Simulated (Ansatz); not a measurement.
`CN(C)[Si](O)(O)N(C)C`, charge 0, multiplicity 1.

(1) Give a relaxed structure at PBE0-D4/def2-TZVP (Ansatz 0.2.0). (Best estimate.)

Results:

(1) Ansatz gave: 
```xyz
23

C     0.1763   -1.2857    1.6956
N    -0.5249   -1.2223    0.4375
C    -1.6623   -2.1044    0.3649
Si    0.0961   -0.2924   -0.8468
O    -1.1141   -0.3775   -1.9658
O     1.5090   -0.8242   -1.5137
N     0.5099    1.2680   -0.3051
C     1.6971    1.9987   -0.6708
C    -0.4233    2.0371    0.4800
H    -0.4885   -1.0306    2.5325
H     0.5798   -2.2895    1.8903
H     1.0098   -0.5806    1.7045
H    -2.1663   -1.9977   -0.5942
H    -2.3864   -1.8745    1.1587
H    -1.3692   -3.1572    0.4884
H    -0.9555    0.1007   -2.7801
H     1.4843   -1.7095   -1.8779
H     2.3745    1.3643   -1.2398
H     1.4588    2.8848   -1.2772
H     2.2296    2.3517    0.2232
H    -0.7870    2.9202   -0.0642
H     0.0408    2.3924    1.4104
H    -1.2885    1.4283    0.7497
```
Point group C2.
This is one stationary point; other conformers may exist.
